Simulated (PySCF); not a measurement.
```xyz
6
charge 0 multiplicity 1, angstrom
Mo   -0.0228    0.2054    0.0000
O     0.0001   -1.4377    0.0000
H    -0.2673    0.8775    1.5524
H    -0.2673    0.8776   -1.5524
H     1.3764    0.5630   -0.8069
H     1.3764    0.5630    0.8069
```

Level of theory: PBE0 in PySCF with Mo def2-TZVP with ECP28, O def2-TZVP, H def2-TZVP; scalar-relativistic core potentials, no spin–orbit coupling; density-fitted integrals.

This geometry of H4MoO is a stationary point at this level.

Problem. What is the point group?

Solution. Cs.

Problem. Is it a minimum?

Solution. Yes: all harmonic wavenumbers are real.

Problem. List the harmonic modes with their infrared intensities.

Solution. 
```json
{"symmetry": "a''", "ω (cm⁻¹)": "373", "IR (km/mol)": "91.9", "type": "bend"}
{"symmetry": "a'", "ω (cm⁻¹)": "580", "IR (km/mol)": "1.1", "type": "bend"}
{"symmetry": "a''", "ω (cm⁻¹)": "679", "IR (km/mol)": "32.9", "type": "bend"}
{"symmetry": "a'", "ω (cm⁻¹)": "755", "IR (km/mol)": "7.2", "type": "bend"}
{"symmetry": "a'", "ω (cm⁻¹)": "800", "IR (km/mol)": "55.6", "type": "bend"}
{"symmetry": "a''", "ω (cm⁻¹)": "841", "IR (km/mol)": "34.8", "type": "bend"}
{"symmetry": "a'", "ω (cm⁻¹)": "909", "IR (km/mol)": "46.5", "type": "bend"}
{"symmetry": "a'", "ω (cm⁻¹)": "1117", "IR (km/mol)": "163", "type": "mixed"}
{"symmetry": "a''", "ω (cm⁻¹)": "1898", "IR (km/mol)": "198", "type": "stretch"}
{"symmetry": "a'", "ω (cm⁻¹)": "1919", "IR (km/mol)": "105", "type": "stretch"}
{"symmetry": "a'", "ω (cm⁻¹)": "2061", "IR (km/mol)": "22.0", "type": "stretch"}
{"symmetry": "a''", "ω (cm⁻¹)": "2068", "IR (km/mol)": "16.3", "type": "stretch"}
```

Problem. What are the dipole moment and the gap between the highest occupied and lowest empty levels?

Solution. 2.29 D and 5.24 eV.

Problem. Give the ideal-gas entropy at 298.15 K and 1 bar by parts.

Solution. translation 168.3, rotation 89.7, vibration 11.4, spin 0.0; total 269.4 J/(mol K).

Stability towards spin polarisation was not tested. Other isomers or separated fragments may lie lower.
